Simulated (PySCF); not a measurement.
Compound: CH11ClN2Si4.
SMILES with atom numbers: `[Cl:1][SiH2:2][N:3]1[SiH2:4][CH2:5][NH:6][SiH2:7][SiH2:8]1`

Geometry (GFN2-xTB, Å), atoms numbered from 1 in this order:
```xyz
19
CH11ClN2Si4 angstrom
Cl     3.2150    2.2765   -0.7728
Si     2.5725    0.4213   -1.1551
N      1.0501    0.1540   -0.3703
Si    -0.3060    1.1153   -0.8922
C     -1.9577    0.1997   -0.6579
N     -2.2274   -0.1886    0.7152
Si    -1.2046   -1.2384    1.6162
Si     0.9805   -0.7218    1.1594
H      2.3764    0.2998   -2.5937
H      3.5358   -0.5291   -0.6247
H     -0.3372    2.3807   -0.1478
H     -0.1523    1.3627   -2.3315
H     -2.0165   -0.6616   -1.3372
H     -2.7390    0.8914   -0.9799
H     -3.2192   -0.2769    0.8880
H     -1.4629   -2.6780    1.3666
H     -1.6416   -1.0012    2.9979
H      1.8503   -1.8903    0.9397
H      1.6740    0.0937    2.1728
```

Probes without a nucleus sit at each ring's centroid and 1 Å off its mean plane on both sides; NICS is minus the shielding there, NICSzz its component along the normal. Level: GIAO PBE0/pcSseg-1 (PySCF, non-relativistic, gas phase) on the GFN2-xTB geometry, one conformer.

Ring bond lengths (Å), with Mayer bond orders in brackets: N3–Si4 1.742 (0.89), Si4–C5 1.903 (0.90), C5–N6 1.452 (0.95), N6–Si7 1.720 (1.01), Si7–Si8 2.291 (0.92), Si8–N3 1.764 (0.85).

Question: Give the NICS values of each ring in ppm.

Answer: 
```
                ring                                                        type  NICS(0)  NICS(1), two faces  NICS(1)zz, two faces  rms pucker (Å)  centre to ring atoms, mean (Å)
N3–Si4–C5–N6–Si7–Si8  6-membered ring with 2 N and 3 Si; formal bonds all single     -0.5         -0.4 / -0.3             4.8 / 5.3            0.21                            1.77
```

Question: What do they say, and how far can they be read as aromaticity?

Answer: 
- N3–Si4–C5–N6–Si7–Si8: mean NICS(1)zz 5.1 ppm, deshielded. Si4, C5, Si7, Si8 have four or more neighbours, and the NICS criterion for π rings isn't applied.

Question: At the first NICS(1) probe listed for ring N3–Si4–C5–N6–Si7–Si8, 1 Å off the ring, what do the in-plane components average?

Answer: The isotropic value is a third of the trace: (3 × -0.4 − (4.8))/2 = -3.0 ppm.

Question: What are the shieldings of the ring atoms and their hydrogens in the same run (means over atoms taken as equivalent)?

Answer: 
```csv
atoms,environment,σ isotropic (ppm),"principal values of the symmetric part, first atom (ppm)"
N3,nitrogen bridging silicon atoms,251.1,"194.2, 267.3, 291.6"
Si4,SiH2 silicon,381.6,"349.9, 377.9, 417.1"
C5,sp3 carbon bound to nitrogen,152.7,"135.7, 144.8, 177.6"
N6,silicon-bound nitrogen,265.9,"223.1, 250.7, 323.7"
Si7,SiH2 silicon,411.9,"362.9, 386.8, 485.9"
Si8,SiH2 silicon,404.8,"368.3, 379.4, 466.7"
H11 (×2),Si–H hydrogen,26.83,"22.0, 25.9, 32.0"
H13 (×2),methylene hydrogen,28.97,"23.6, 27.7, 34.8"
H15,N–H hydrogen,31.60,"20.6, 30.1, 44.1"
H16 (×2),Si–H hydrogen,26.73,"22.7, 24.5, 32.5"
H18 (×2),Si–H hydrogen,26.59,"23.2, 25.3, 31.8"
```
